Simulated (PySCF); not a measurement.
Job file and geometry (Å, from GFN2-xTB) of an NMR shielding run on SMILES CCCNB(C)[SiH2]C, C$_{5}$H$_{16}$BNSi, GIAO PBE0/pcSseg-1 NMR shielding, non-relativistic, gas phase in PySCF 2.14.0, density-fitted response routines; density fitting, a coarse starting grid and PySCF grid level 2 are the driver's defaults:

```
$ OMP_NUM_THREADS=1 python probes_run.py task.json out

{"job": {"kind": "nmr", "xc": "PBE0", "basis": "pcSseg-1"}, "charge": 0, "multiplicity": 1}
C      1.919566     1.014621    -1.062631
C      2.524433     0.324483     0.152832
C      1.448707    -0.118216     1.151299
N      0.582479    -1.135048     0.598487
B     -0.777828    -1.095825     0.355859
C     -1.432578    -2.397220    -0.291722
Si    -1.915125     0.458371     0.765632
C     -2.025340     1.674835    -0.705735
H      2.696707     1.289180    -1.772000
H      1.394013     1.917663    -0.760528
H      1.212310     0.355272    -1.560878
H      3.096736    -0.549588    -0.169856
H      3.212025     1.004732     0.658769
H      0.839310     0.740684     1.436285
H      1.938498    -0.507492     2.054090
H      1.110074    -1.965097     0.353865
H     -2.217162    -2.797379     0.349974
H     -0.723348    -3.204291    -0.478617
H     -1.914088    -2.165409    -1.241704
H     -3.317384     0.106683     1.080763
H     -1.515639     1.295644     1.924161
H     -2.372643     1.170415    -1.603331
H     -1.059612     2.116438    -0.934637
H     -2.715846     2.486307    -0.498612
```

Q: What does the program print?

A: 
```
coarse grid: 19128 points
cycle   1  E = -568.6668128309  dE =  4.788e-01  |g| = 5.536e-01  |ddm| = 4.090e+00
cycle   2  E = -568.6519218446  dE =  1.489e-02  |g| = 6.103e-01  |ddm| = 1.015e+00
cycle   3  E = -568.7483676169  dE = -9.645e-02  |g| = 4.702e-02  |ddm| = 5.517e-01
cycle   4  E = -568.7487656551  dE = -3.980e-04  |g| = 2.692e-02  |ddm| = 6.519e-02
cycle   5  E = -568.7489151032  dE = -1.494e-04  |g| = 8.647e-03  |ddm| = 2.354e-02
cycle   6  E = -568.7489315284  dE = -1.643e-05  |g| = 1.533e-03  |ddm| = 8.219e-03
cycle   7  E = -568.7489321153  dE = -5.869e-07  |g| = 3.847e-04  |ddm| = 2.017e-03
final grid: 176120 points
cycle   8  E = -568.7922825217  dE = -5.343e-05  |g| = 1.017e-02  |ddm| = 3.443e-02
cycle   9  E = -568.7922716192  dE =  1.090e-05  |g| = 1.228e-02  |ddm| = 1.820e-02
cycle  10  E = -568.7923084361  dE = -3.682e-05  |g| = 1.345e-03  |ddm| = 9.937e-03
cycle  11  E = -568.7923088341  dE = -3.980e-07  |g| = 2.953e-04  |ddm| = 1.159e-03
cycle  12  E = -568.7923088522  dE = -1.816e-08  |g| = 6.824e-05  |ddm| = 2.895e-04
cycle  13  E = -568.7923088534  dE = -1.120e-09  |g| = 2.004e-05  |ddm| = 9.890e-05
cycle  14  E = -568.7923088535  dE = -1.007e-10  |g| = 4.850e-06  |ddm| = 2.440e-05
converged SCF energy = -568.7923088535

GIAO shielding tensors (ppm)
atom      isotropic    diamagn.    paramagn.     s11        s22        s33       span
  0 C      173.506     249.911     -76.405    159.018    175.931    185.569     26.550
  1 C      157.670     249.470     -91.801    150.147    154.112    168.749     18.601
  2 C      132.600     245.845    -113.244    114.390    130.696    152.715     38.326
  3 N      108.228     323.640    -215.412      8.901    141.569    174.214    165.313
  4 B       54.773     198.581    -143.809     16.540     29.425    118.353    101.813
  5 C      174.159     252.886     -78.727    160.748    168.795    192.935     32.187
  6 Si     435.133     881.726    -446.593    412.812    435.420    457.167     44.355
  7 C      196.006     253.408     -57.403    189.729    197.192    201.097     11.368
  8 H       30.609      29.156       1.454     25.714     27.985     38.129     12.415
  9 H       31.077      32.266      -1.188     26.911     29.429     36.892      9.981
 10 H       30.321      33.739      -3.419     26.413     30.483     34.065      7.652
 11 H       30.438      31.097      -0.659     26.258     28.722     36.334     10.076
 12 H       30.177      29.757       0.419     25.640     28.003     36.887     11.247
 13 H       28.508      32.862      -4.354     24.406     29.186     31.932      7.525
 14 H       28.087      29.817      -1.729     22.864     27.517     33.881     11.017
 15 H       27.165      34.762      -7.597     21.511     28.871     31.114      9.602
 16 H       31.007      29.924       1.083     26.923     29.208     36.890      9.967
 17 H       31.563      31.909      -0.345     27.586     30.253     36.851      9.264
 18 H       30.952      31.815      -0.863     27.392     29.605     35.860      8.468
 19 H       27.996      29.973      -1.977     24.792     25.899     33.298      8.506
 20 H       27.808      30.102      -2.294     24.709     26.483     32.231      7.522
 21 H       31.720      31.604       0.117     27.386     29.329     38.447     11.061
 22 H       31.728      33.524      -1.796     25.989     30.363     38.833     12.844
 23 H       31.470      28.862       2.608     26.564     27.892     39.953     13.390
```

Size and cost of the density-fitted run: 223 basis functions, 91 s wall time on 1 thread of an Arm Neoverse N1, shared host; peak memory 0.93 GiB.
